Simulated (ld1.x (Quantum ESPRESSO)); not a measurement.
**What one change does to a pseudopotential (tin, TM)**

```json
{
 "Element": "Sn",
 "Generator": "ld1.x (Quantum ESPRESSO) 7.5",
 "Type": "norm-conserving Troullier–Martins (Kleinman–Bylander form)",
 "Functional": "PBE",
 "Relativity": "fully relativistic",
 "Frozen core": "[Kr]",
 "Valence charge": "14",
 "Reference configuration": "4d10 5s2 5p2",
 "Partial waves": "5p (bound): rc 2.05 bohr; 4d (bound): rc 1.40 bohr; 5s (bound): rc 1.90 bohr",
 "Local potential": "the s channel",
 "Core correction": "a·sin(br)/r model core, default radius (core density twice the valence density)"
}
```

Open shells are filled in proportion to 2j + 1 (rel_dist='average').

Change: reference 4d10 5s1 5p3.

Cutoffs: the cutoffs (Ry, on a coarse ladder) from which the occupation-weighted sum of valence levels, in a spherical-Bessel basis at the reference potential, stays within 10 and 1 mRy of its value at 400 Ry; they do not see the model core or the augmentation charge, which bear on the density cutoff. Errors are all-electron minus pseudo energies relative to the spin-unpolarised reference configuration.

Problem. What does the change do?

Solution. The potential gets neither clearly harder nor softer (90 Ry and 140 Ry → 90 Ry and 140 Ry); the d channel sets the loose cutoff, while the largest relative change is in p, which becomes harder; neither file shows a bound ghost.

```csv
quantity,base,changed
"cutoff, loose",90 Ry,90 Ry
"cutoff, tight",140 Ry,140 Ry
loose cutoff by channel (10 mRy a level),"p 6 Ry, d 80 Ry, s 10 Ry","p 8 Ry, d 80 Ry, s 10 Ry"
bound ghosts,none,none
"largest error over its own tests, meV",-75,-10
s: phases at 2.24 bohr within 0.05 rad from the reference energy up to (Ry; the scan ends near 5),3.6,3.5
p1/2: phases at 2.24 bohr within 0.05 rad from the reference energy up to (Ry; the scan ends near 5),to the end of the scan,to the end of the scan
p3/2: phases at 2.24 bohr within 0.05 rad from the reference energy up to (Ry; the scan ends near 5),4.9,4.9
d3/2: phases at 2.24 bohr within 0.05 rad from the reference energy up to (Ry; the scan ends near 5),0.4,0.3
d5/2: phases at 2.24 bohr within 0.05 rad from the reference energy up to (Ry; the scan ends near 5),0.4,0.3
```
